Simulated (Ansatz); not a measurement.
SnF₂, SMILES [F][Sn][F] (connectivity only; charge and spin as stated), neutral, multiplicity 1.

Geometry: B3LYP-D3(BJ)/def2-TZVP. The isomer is the one that the SMILES or the coordinates give; other isomers of the formula were not compared. The def2 effective core potentials stand for the cores of Sn; spin–orbit coupling is left out.

Two levels are set side by side: PBE/def2-TZVPD (Ansatz, an electronic-structure program) and PBE0/def2-TZVPD (Ansatz). Energy differences of separate SCF runs at the same geometry; the states with an electron removed or added have multiplicity 2 and 2. Differences are taken from unrounded values.

| quantity | PBE0 | PBE | PBE minus PBE0 |
|---|---|---|---|
| vertical ionisation energy (eV) | 11.23 | 11.03 | -0.19 |
| vertical electron affinity (eV) | 0.98 | 0.85 | -0.13 |
| vertical singlet–triplet gap (eV) | 3.54 | 3.61 | 0.06 |
